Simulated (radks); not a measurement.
Species: the barium ion Ba2+. Configuration: [Xe].

Method: scalar-relativistic Kohn-Sham, HCTH/407, spin-polarised, spherical densities, finite nucleus; Fermi nuclear charge, rms radius 4.8378 fm; computed with a radial shooting solver on a logarithmic mesh with Libxc functionals.

Energy parts (Ry):
total: -16279.2324
kinetic: 17181.9209
electron-nucleus: -39334.9581
Hartree: 6278.5127
exchange-correlation: -404.7079

Orbitals (lengths in bohr, moments of r in powers of bohr; <r^-3> diverges for s and p1/2):
| orbital | occ. | eigenvalue (Ry) | <r^4> | <1/r> | <r^-3> |
|---|---|---|---|---|---|
| 1s | 2 | -2738.503 | 2.077e-06 | 60.66 | - |
| 2s | 2 | -434.2257 | 0.0003467 | 13.96 | - |
| 2p | 6 | -389.7215 | 0.0002521 | 13.28 | 7026 |
| 3s | 2 | -92.53189 | 0.01435 | 5.046 | - |
| 3p | 6 | -78.24616 | 0.01499 | 4.789 | 1384 |
| 3d | 10 | -57.48352 | 0.01263 | 4.542 | 190.7 |
| 4s | 2 | -18.95356 | 0.3806 | 2.086 | - |
| 4p | 6 | -14.33478 | 0.5044 | 1.923 | 290.1 |
| 4d | 10 | -7.61534 | 0.8948 | 1.661 | 32.19 |
| 5s | 2 | -3.40928 | 12.93 | 0.8098 | - |
| 5p | 6 | -2.29521 | 24.51 | 0.6899 | 40.27 |

The highest occupied level is 5p at -31.228 eV. Summed over all electrons, <r^2> = 43.61 bohr^2, which gives a Langevin (diamagnetic) susceptibility term of -34.5 x 10^-6 cm^3/mol.
